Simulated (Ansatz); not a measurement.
Ansatz (a program for electronic structure) input:

Ansatz 0.2 input:
```yaml
crystal:
  periodic: [false, false, false]
  atoms:
    - {symbol: Te, position_ang: [-0.00070909, 0.04327509, 0.00226130]}
    - {symbol: H, position_ang: [-1.16040669, -1.14501690, -0.04830027]}
    - {symbol: H, position_ang: [1.19727946, -1.10528797, -0.06928709]}
basis:
  gaussian:
    orbitals: def2-TZVP
hamiltonian:
  xc: b3lyp
  dispersion: d3bj
phonons: {temperatures: {t_min: 298.15, t_max: 298.15, t_step: 100}}
```

Q: What final total energy does it print?

A: -269.30751 Eh (B3LYP-D3(BJ)/def2-TZVP). The basis has 62 functions.
